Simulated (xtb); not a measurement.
Harmonic IR lines of one isomer of CH2GeN2, unscaled. These are GFN2-xTB in xtb values and carry that method's errors.

wavenumber (cm⁻¹): 271 (vw), 405 (m), 423 (m), 459 (vs), 599 (s), 642 (vs), 1469 (w), 2127 (m)

Which structure gives these lines?
(A) `[C-]#[N+][Ge][NH2]` (lower singlet)
(B) `N#[C][Ge][NH2]` (lower singlet)
(C) `[C-]#[N+][Ge][NH2]` (excited triplet)
(D) `N#[C][Ge][NH2]` (excited triplet)

A, `[C-]#[N+][Ge][NH2]` (lower singlet)
